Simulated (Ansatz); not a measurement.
Problem. Predict a relaxed structure of TIPS-pentacene, `CC(C)[Si](C#Cc1c2cc3ccccc3cc2c(C#C[Si](C(C)C)(C(C)C)C(C)C)c2cc3ccccc3cc12)(C(C)C)C(C)C`, charge 0, singlet, at PBE-D4/def2-SVP (Ansatz).

Solution. 
```xyz
100

C     4.782    4.295    1.128
C     4.546    5.181   -0.106
C     5.154    6.582    0.078
Si    2.710    5.246   -0.676
C     1.967    3.583   -0.389
C     1.415    2.484   -0.240
C     0.764    1.237   -0.089
C    -0.563    1.069   -0.605
C    -1.238    2.125   -1.262
C    -2.535    1.976   -1.769
C    -3.223    3.046   -2.435
C    -4.501    2.868   -2.922
C    -5.169    1.608   -2.772
C    -4.544    0.555   -2.138
C    -3.214    0.696   -1.616
C    -2.550   -0.354   -0.967
C    -1.238   -0.211   -0.456
C    -0.568   -1.296    0.197
C    -1.221   -2.545    0.332
C    -1.788   -3.640    0.446
Si   -2.628   -5.273    0.620
C    -3.538   -5.238    2.307
C    -4.217   -6.575    2.644
C    -4.517   -4.057    2.399
C    -1.249   -6.604    0.609
C    -0.415   -6.540   -0.682
C    -0.357   -6.493    1.855
C    -3.873   -5.482   -0.830
C    -4.184   -6.964   -1.107
C    -3.459   -4.743   -2.113
C     0.759   -1.129    0.710
C     1.440   -2.189    1.355
C     2.738   -2.039    1.862
C     3.433   -3.112    2.516
C     4.709   -2.931    3.005
C     5.369   -1.665    2.870
C     4.737   -0.609    2.248
C     3.409   -0.753    1.724
C     2.740    0.299    1.084
C     1.432    0.153    0.567
C     2.644    5.595   -2.570
C     2.744    7.096   -2.893
C     1.445    4.944   -3.280
C     1.659    6.504    0.320
C     0.192    6.495   -0.142
C     1.762    6.265    1.836
H     4.388    3.270    0.979
H     5.868    4.212    1.354
H     4.290    4.705    2.034
H     5.062    4.696   -0.968
H     4.666    7.133    0.909
H     6.236    6.518    0.324
H     5.062    7.209   -0.833
H    -0.720    3.090   -1.376
H    -2.705    4.011   -2.549
H    -5.019    3.695   -3.431
H    -6.189    1.488   -3.168
H    -5.052   -0.415   -2.021
H    -3.058   -1.323   -0.847
H    -2.724   -5.062    3.047
H    -3.513   -7.432    2.601
H    -5.052   -6.794    1.946
H    -4.652   -6.556    3.668
H    -5.353   -4.163    1.675
H    -4.016   -3.090    2.190
H    -4.973   -3.991    3.411
H    -1.774   -7.587    0.640
H    -1.030   -6.698   -1.591
H     0.382   -7.314   -0.683
H     0.080   -5.551   -0.787
H    -0.925   -6.624    2.799
H     0.140   -5.499    1.904
H     0.447   -7.261    1.842
H    -4.806   -5.003   -0.452
H    -4.522   -7.508   -0.201
H    -3.294   -7.499   -1.500
H    -4.985   -7.066   -1.872
H    -4.243   -4.839   -2.896
H    -2.520   -5.154   -2.539
H    -3.284   -3.663   -1.935
H     0.927   -3.156    1.459
H     2.921   -4.082    2.616
H     5.232   -3.761    3.506
H     6.387   -1.543    3.270
H     5.240    0.366    2.142
H     3.241    1.273    0.976
H     3.567    5.101   -2.954
H     2.807    7.263   -3.990
H     1.852    7.651   -2.533
H     3.634    7.574   -2.437
H     1.501    5.107   -4.378
H     1.400    3.852   -3.100
H     0.480    5.374   -2.937
H     2.093    7.505    0.090
H    -0.414    7.221    0.443
H    -0.267    5.493    0.002
H     0.081    6.761   -1.213
H     1.126    6.985    2.395
H     2.798    6.378    2.213
H     1.419    5.243    2.105
```
 This is one stationary point.

Single mean-field runs in def2-SVP are fitted with def2-universal-jkfit. The restricted singlet is unstable towards broken spin symmetry at other levels; at PBE-D4/def2-SVP this wasn't settled.
